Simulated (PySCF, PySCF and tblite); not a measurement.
A run on one conformer of C10H9BrO, numbered as in [CH3:1][C:2](=[O:3])[c:4]1[cH:5][c:6]2[c:7]([cH:8][c:9]1[Br:10])[CH2:11][CH2:12]2, from an ensemble study. The sound level was wB97X-D/6-31G* on GFN2-xTB geometries.

Input:

```
{"job": {"xc": "PBE00", "basis": "6-31G*", "kind": "nmr", "pop": false}, "charge": 0, "multiplicity": 1}
C     -3.412386    -0.047110    -0.752072
C     -2.425807     0.651863     0.147138
O     -2.722476     1.622754     0.800120
C     -1.014860     0.151391     0.128917
C     -0.031848     1.138786    -0.066279
C      1.267627     0.713995    -0.118584
C      1.619112    -0.628216     0.039378
C      0.689686    -1.609012     0.268012
C     -0.639158    -1.178700     0.300735
Br    -1.942281    -2.519759     0.694611
C      3.089464    -0.345412    -0.112088
C      2.699465     1.150401    -0.286303
H     -4.022527     0.707476    -1.245026
H     -4.080498    -0.658398    -0.146958
H     -2.924144    -0.675514    -1.491047
H     -0.337592     2.168925    -0.165694
H      0.934728    -2.648595     0.421677
H      3.688072    -0.564251     0.769858
H      3.553850    -0.803294    -0.983362
H      3.066824     1.813493     0.494149
H      2.935828     1.576119    -1.259418
```

Command: OMP_NUM_THREADS=1 python ens_run.py task.json out

Output:

```
KeyError: "LibXCFunctional: name 'PBE00' not found."
```

Problem. What is wrong with this calculation?

Solution. The setting at fault: functional unknown or not served for shieldings. PBE00 is no functional's name. The input was rejected before any iteration.
